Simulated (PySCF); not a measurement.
Species: p-phenylenediamine, C6H8N2.
Atom-mapped SMILES: `[NH2:1][c:2]1[cH:3][cH:4][c:5]([NH2:6])[cH:7][cH:8]1` (hydrogens: H9, H10 on N1; H11 on C3; H12 on C4; H13, H14 on N6; H15 on C7; H16 on C8)

Computed with PySCF 2.14.0, PBE0-D3(BJ)/def2-SVP geometry optimisation, gas phase.

Problem. List the bond lengths and angles at this level.

Solution. 
| bond | length (bohr) | order |
| --- | --- | --- |
| N1–C2, C5–N6 | 2.632 | single |
| C2–C3 and 3 like bonds | 2.649 | aromatic |
| C3–C4, C7–C8 | 2.628 | aromatic |
| N1–H9 and 3 like bonds | 1.913 | single |
| C3–H11 and 3 like bonds | 2.067 | single |

Bonds in one row agree within 0.02 bohr and their mean is given. Orders are formal, as drawn. A selection of angles:
| angle | degrees |
| --- | --- |
| C2–N1–H9 | 114.7 |
| H9–N1–H10 | 111.3 |
| N1–C2–C3 | 121.4 |
| C3–C2–C8 | 117.2 |
| C2–C3–C4 | 121.4 |
| C2–C3–H11 | 119.4 |
| C4–C3–H11 | 119.2 |
| H10–N1–C2 | 114.7 |
| H13–N6–C5 | 114.7 |
| H14–N6–C5 | 114.7 |

The 6-membered ring C2–C3–C4–C5–C7–C8 has internal angles of 117.2° to 121.4°; it is planar, 0.00 Å rms from its mean plane, widest ring torsion 0°. Of the pairs four or more bonds apart, H14···H15 is among the closest relative to their van der Waals radii: 2.44 Å, 102 % of the sum of Bondi's values. N1 (aniline-type nitrogen) is pyramidal (angles 114.7°, 114.7° and 111.3°, sum 340.7°, 0.29 Å off the plane of its three neighbours).

Point group: C2v (tolerance 0.08 Å). Whether it is a minimum is left open (no frequencies).
